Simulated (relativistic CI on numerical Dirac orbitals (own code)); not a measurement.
# Forbidden lines of K5+

These numbers are calculated, not measured: Dirac-Coulomb-Breit CI, KLI orbitals optimised for each configuration, a model potential for QED, valence Slater integrals scaled by 0.85, P86 correlation estimate, and configurations built on the next ion tied to the tabulated ionisation energy (semi-empirical) (own radial code, finite nucleus).

CI space (outside the closed core [Ne]): 3s2 3p2, 3s2 3p 3d, 3s2 3p 4s, 3s2 3p 4p, 3s2 3p 4d, 3s2 3p 5s, 3s2 3p 4f, 3s 3p3, 3p4, 3s2 3d2, 3s 3p2 3d, 3p2 3d2, 3p3 3d, 3s 3p 3d2, 3s 3p2 4s, 3s2 3p 5p, 3s 3p2 4p, 3s2 3p 5d, 3s2 3p 5f, 3s2 3d 4s, 3s2 3p 5g, 3s 3p2 4d, 3s 3p2 4f, 3s2 3d 4p. Levels of other configurations are missing.

```
λ vac (nm)             Lower             Upper  Type   A (s⁻¹)  E lower (eV)  E upper (eV)
    249.05  3s2 3p2 3P_1 [2]  3s2 3p2 1S_0 [5]    M1  1.48e+01        0.1401        5.1183
    437.71  3s2 3p2 1D_2 [4]  3s2 3p2 1S_0 [5]    E2  2.83e+00        2.2858        5.1183
    577.85  3s2 3p2 3P_1 [2]  3s2 3p2 1D_2 [4]    M1  5.27e-01        0.1401        2.2858
    643.93  3s2 3p2 3P_2 [3]  3s2 3p2 1D_2 [4]    M1  1.14e+00        0.3603        2.2858
    5630.6  3s2 3p2 3P_1 [2]  3s2 3p2 3P_2 [3]    M1  7.50e-02        0.1401        0.3603
    8847.4  3s2 3p2 3P_0 [1]  3s2 3p2 3P_1 [2]    M1  2.58e-02        0.0000        0.1401
```

Terms are leading LS components. Brackets give the number of a level in order of energy, since labels repeat. The list gives strong lines, with weight on those to low levels, without configurations that were not tied to measured data, among the lowest 300 of 614 levels, so that lines to higher ones, which can be the strongest, are missing. Levels whose partners in the same complex of configurations lie outside the list can be far off, and so can their lines. Rates are taken at the computed energies, electric ones in the length gauge.

Configurations that consist of the next ion and one excited electron were tied to the tabulated ionisation energy; Rydberg ones are usually within 1,000 to 3,000 cm⁻¹ and the lowest ones within about 6,000 (9,000 in d shells), while levels on excited terms of the next ion carry the error of that term, and the other configurations can be misplaced by 10,000 cm⁻¹ or more. Rates follow the energies as ν³ (E1, M1) or ν⁵ (E2), so rates, branching and lifetimes can be off by large factors. 24 of the 25 excited levels that our extract of the measured tables holds in this range could be paired (the sources list more); they are missed by 4158 cm⁻¹ on average and 12121 at most, and levels without a partner can miss by more.

Q: From the table, what is the radiative lifetime of 3s2 3p2 1S_0?

A: The listed rates from this level add up to about 1.77e+01 s⁻¹, 99 % of its decay; with all channels τ = 5.63e-02 s.

LS names give the leading component of a level, which can be under half, so a name can repeat, a term be missing and a line seem to break the LS rules.
